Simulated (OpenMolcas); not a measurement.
## Levels of Tl+ by method

| Quantity | Value |
| --- | --- |
| Program | OpenMolcas |
| Basis | ANO-RCC-VTZP [8s7p5d3f2g] |
| Scalar Hamiltonian | X2C, point nucleus |
| Active space | 2 electrons in 4 orbitals (6s 6p) |
| State averaging | 2S+1 = 3 even, 3 roots; 2S+1 = 1 even, 7 roots; 2S+1 = 3 odd, 3 roots; 2S+1 = 1 odd, 3 roots |
| Spin-orbit coupling | RASSI with atomic mean-field integrals over the reference wave functions, term energies averaged over their components |

Methods on the same reference wave functions:
A. CASSCF
B. SS-CASPT2, IPEA 0.25 Eh, imaginary shift 0.1 Eh (closed shells correlated: 5d)
C. MS-CASPT2, IPEA 0.25 Eh, imaginary shift 0.1 Eh (closed shells correlated: 5d)

Energies in eV above 6s² ¹S₀, the measured ground level; measured values from NIST Handbook of Basic Atomic Spectroscopic Data.

```json
{"Level": "6s² ¹S₀", "A": "0.0000", "B": "0.0000", "C": "0.0000", "Measured": "0.0000"}
{"Level": "6s 6p ³P°₀", "A": "5.3856", "B": "6.246", "C": "6.329", "Measured": "6.1312"}
{"Level": "6s 6p ³P°₁", "A": "5.7300", "B": "6.571", "C": "6.653", "Measured": "6.4960"}
{"Level": "6s 6p ³P°₂", "A": "6.5805", "B": "7.441", "C": "7.524", "Measured": "7.6533"}
{"Level": "6s 6p ¹P°₁", "A": "9.2906", "B": "9.213", "C": "9.296", "Measured": "9.3811"}
{"Level": "6p² ³P₀", "A": "14.1035", "B": "14.984", "C": "15.069", "Measured": ""}
{"Level": "6p² ³P₁", "A": "14.7536", "B": "15.722", "C": "15.805", "Measured": ""}
{"Level": "6p² ¹S₀", "A": "18.3071", "B": "18.334", "C": "18.497", "Measured": ""}
```

Deviations, from unrounded energies. A percentage is the sum of absolute deviations over the sum of measured energies, with the sign that they share, or ± where signs differ.

```tsv
Against measurement	Levels	A	B	C
mean absolute deviation (cm-1)	4	5400	1100	1100
other configurations (%)	4	-9.0	±1.9	±1.9
```

B, C lie about equally close to measurement and A furthest from it. The largest miss of B in the table is 6s 6p ³P°₂, by -1700 cm-1. The ranking rests on the paired levels alone, and a cruder setting can come out closer through cancelling errors.

Between B and C the level of the table that moves most is 6p² ¹S₀, by 1300 cm-1 (lowest in B, highest in C). Moves below CASPT2's spread within the term are not significant.

The two smallest mean deviations differ by little beside CASPT2's spread within terms, so their order carries little weight.

The lowest spin-free term lies below A's lowest term by 0.407 hartree in B, 0.410 hartree in C.

The ¹D term of p² mixes with s d, which this space lacks. Spin-orbit splittings of 6p shells tend to come out small when the coupling is added on scalar orbitals. Measured partners are found by configuration, term and J. A level has none where our copy of the source lacks it or the pairing is in doubt (some pairs that miss far off the trend of their configuration count as doubtful), and it then counts in no deviation. Only configurations of the active space appear. The table leaves out levels that lie high or whose names do not pair safely across all columns.

° marks odd parity.
